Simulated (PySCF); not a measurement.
SbF₂, SMILES [F][Sb][F], multiplicity 2.

Geometry optimised at B3LYP-D3(BJ)/def2-TZVP. The multiplicity is an assumed one; other spin states were not compared. The isomer is the one that the SMILES or the coordinates give; other isomers of the formula were not compared. The def2 effective core potentials stand for the cores of Sb; spin–orbit coupling is left out.

Two levels are set side by side: PBE/def2-TZVPD (PySCF) and ωB97X/def2-TZVPD (PySCF). Same geometry, gas phase. Differences are taken from unrounded values.

```csv
quantity,ωB97X,PBE,PBE minus ωB97X
α-spin orbital gap (eV),8.65,2.48,-6.17
β-spin orbital gap (eV),10.91,4.90,-6.01
dipole moment (D),3.36,3.05,-0.30
mean polarisability (bohr³),39.0,41.8,2.9
```

PBE's more diffuse valence density responds more strongly to a field. Differences between two approximate levels are no errors against the true value.

Rough cost on one machine, each run with all the roots and properties that it gave: ωB97X against PBE within a factor of 2.
